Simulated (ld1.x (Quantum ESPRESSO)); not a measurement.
## Plane-wave convergence, TM potential for tellurium (Te)

```json
{
  "Element": "Te",
  "Generator": "ld1.x (Quantum ESPRESSO) 7.5",
  "Type": "norm-conserving Troullier–Martins (Kleinman–Bylander form)",
  "Functional": "LDA (PZ)",
  "Relativity": "non-relativistic",
  "Frozen core": "[Kr] 4d10",
  "Valence charge": "6",
  "Reference configuration": "5s2 5p3 (charge +1)",
  "Partial waves": "5s (bound): rc 1.90 bohr; 5p (bound): rc 2.05 bohr; 5d channel at 0.35 Ry: rc 1.55 bohr",
  "Local potential": "all-electron potential smoothed inside 1.95 bohr (lloc = -2)",
  "Core correction": "Bessel-smoothed model core inside 1.45 bohr"
}
```

The pseudo-atom Hamiltonian at the reference potential is diagonalised in spherical Bessel functions j_l(qr) that vanish at 20 bohr, with q² up to the cutoff. All-electron valence levels (Ry): 5s -1.6480, 5p -1.0216.

Question: How do the lowest levels (Ry) of each channel move with the cutoff, and are there ghosts?

Answer:

```csv
cutoff (Ry),s #1,s #2,p #1,d #1,Σ f·Δε (mRy)
8,-1.6102,-0.3467,-1.0044,-0.5178,128.9
10,-1.6308,-0.3500,-1.0102,-0.5430,70.1
15,-1.6391,-0.3513,-1.0204,-0.5620,23.0
18,-1.6400,-0.3515,-1.0212,-0.5634,19.0
25,-1.6446,-0.3526,-1.0213,-0.5643,9.1
30,-1.6472,-0.3532,-1.0216,-0.5676,3.1
40,-1.6480,-0.3534,-1.0218,-0.5822,0.8
45,-1.6480,-0.3534,-1.0219,-0.5896,0.7
400,-1.6484,-0.3535,-1.0219,-5.9714,0.0
```

Result: ghost state, extra bound levels that the all-electron valence spectrum of the same l lacks: d at -81.2 eV (a true bound ghost makes a file unfit for plane-wave use); 10 mRy is reached at 25 Ry and 1 mRy at 35 Ry.
